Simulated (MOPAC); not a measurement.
Input file for MOPAC: PM6 on HF-, 2S+1 = 2, a spin state set in the input, which need not be the lowest, a point of a bond scan (R = 1.179 Å). Charge -1.

```
PM6 1SCF PRECISE CHARGE=-1 UHF MS=0.5 THREADS=1
FH

H      0.00000000 1     0.00000000 1     0.00000000 1
F      0.00000000 1     0.00000000 1     1.17895400 1
```

The log:

```
*******************************************************************************
 **                                                                           **
 **                              MOPAC v23.2.5                                **
 **                                                                           **
 *******************************************************************************
 ** MOPAC's Digital Object Identifier: https://doi.org/10.5281/zenodo.6511958 **
 **                                                                           **
 ** Please cite the open-source release paper for use of this MOPAC version:  **
 ** J. E. Moussa and J. J. P. Stewart (2026)                                  **
 ** MOPAC: An open-source semiempirical molecular orbital program             **
 ** J. Open Source Softw., 11(119), 8025, https://doi.org/10.21105/joss.08025 **
 *******************************************************************************

                              PM6 CALCULATION RESULTS

 *******************************************************************************
 *  PM6        - The PM6 Hamiltonian to be used
 *  UHF        - UNRESTRICTED HARTREE-FOCK CALCULATION
 *
 *
 *
 *                 CHARGE ON SYSTEM = -1
 *
 *
 *
 *  MS=        - IN MECI, MAGNETIC COMPONENT OF SPIN =  0.5
 *  PRECISE    - TIGHTER CRITERIA TO BE USED
 *  1SCF       - DO 1 SCF AND THEN STOP
 *  THREADS=1  - MULTI-THREADING NOT USED
 *  T=         - A TIME OF 172800.0 SECONDS REQUESTED
 *  DUMP=N     - RESTART FILE WRITTEN EVERY 7200.0 SECONDS REQUESTED
 *******************************************************************************
PM6 1SCF PRECISE CHARGE=-1 UHF MS=0.5 THREADS=1
 FH

   ATOM   CHEMICAL          X               Y               Z
  NUMBER   SYMBOL      (ANGSTROMS)     (ANGSTROMS)     (ANGSTROMS)

     1       H          0.00000000  *   0.00000000  *   0.00000000  *
     2       F          0.00000000  *   0.00000000  *   1.17895400  *



          CARTESIAN COORDINATES

    NO.       ATOM           X           Y           Z

     1         H          0.0000      0.0000      0.0000
     2         F          0.0000      0.0000      1.1790

 General Reference for PM6:
 "Optimization of Parameters for Semiempirical Methods V: Modification of NDDO Approximations
 and Application to 70 Elements", J. J. P. Stewart, J. Mol. Mod., 13, 1173-1213 (2007)
 URL: https://link.springer.com/article/10.1007/s00894-007-0233-4

           Empirical Formula: H F  =     2 atoms



      MOLECULAR POINT GROUP   :   C*v


          UHF CALCULATION, NO. OF ALPHA ELECTRONS =    5
                           NO. OF BETA  ELECTRONS =    4

 -------------------------------------------------------------------------------
 PM6 1SCF PRECISE CHARGE=-1 UHF MS=0.5 THREADS=1
 FH



     1SCF WAS SPECIFIED, SO BFGS WAS NOT USED
     SCF FIELD WAS ACHIEVED


                              PM6 CALCULATION
                                                       MOPAC v23.2.5 Linux




          FINAL HEAT OF FORMATION =         -1.45563 KCAL/MOL =      -6.09037 KJ/MOL


          COSMO AREA              =         41.39 SQUARE ANGSTROMS
          COSMO VOLUME            =         24.48 CUBIC ANGSTROMS

          IONIZATION POTENTIAL    =         -1.590178 EV
          ALPHA SOMO LUMO (EV)    =          1.590
          BETA  SOMO LUMO (EV)    =         -4.536 33.998
          NO. OF ALPHA ELECTRONS  =          5
          NO. OF BETA  ELECTRONS  =          4
          MOLECULAR WEIGHT        =         20.0063         POINT GROUP:  C*v

          MOLECULAR DIMENSIONS (Angstroms)

            Atom       Atom       Distance
            F     2    H     1     1.17895
            F     2    H     1     0.00000
            H     1    F     2     0.00000


          SCF CALCULATIONS        =          1





   ATOM   CHEMICAL          X               Y               Z
  NUMBER   SYMBOL      (ANGSTROMS)     (ANGSTROMS)     (ANGSTROMS)

     1       H          0.00000000  *   0.00000000  *   0.00000000  *
     2       F          0.00000000  *   0.00000000  *   1.17895400  *

                             CARTESIAN COORDINATES

   1    H        0.000000000     0.000000000     0.000000000
   2    F        0.000000000     0.000000000     1.178954000


           Empirical Formula: H F  =     2 atoms



      MOLECULAR POINT GROUP   :   C*v


          ALPHA EIGENVALUES
 -26.81909  -6.36189  -4.22131  -4.22131   1.59018


           BETA EIGENVALUES
 -26.30370  -5.45884  -4.53591  -4.53591  33.99833


              NET ATOMIC CHARGES AND DIPOLE CONTRIBUTIONS

  ATOM NO.   TYPE          CHARGE      No. of ELECS.   s-Pop       p-Pop
    1          H          -0.195440        1.1954     1.19544
    2          F          -0.804560        7.8046     1.98817     5.81639
 DIPOLE           X         Y         Z       TOTAL
 POINT-CHG.     0.000     0.000     0.821     0.821
 HYBRID         0.000     0.000    -0.055     0.055
 SUM            0.000     0.000     0.766     0.766


          ATOMIC ORBITAL ELECTRON POPULATIONS

     Atom    s        px        py        pz
    1  H   1.19544
    2  F   1.98817   2.00000   2.00000   1.81639


                    (SZ)    =    0.500000
                    (S**2)  =    0.750000


          ATOMIC ORBITAL SPIN POPULATIONS

    Atom   Total    s     px     py     pz
         Atomic
    1  H  0.8046  0.805
    2  F  0.1954  0.012  0.000 -0.000  0.184

 **********************
 *                    *
 * JOB ENDED NORMALLY *
 *                    *
 **********************




 == MOPAC DONE ==
```

The run finished.

Cost: roughly 0.03 core-seconds.
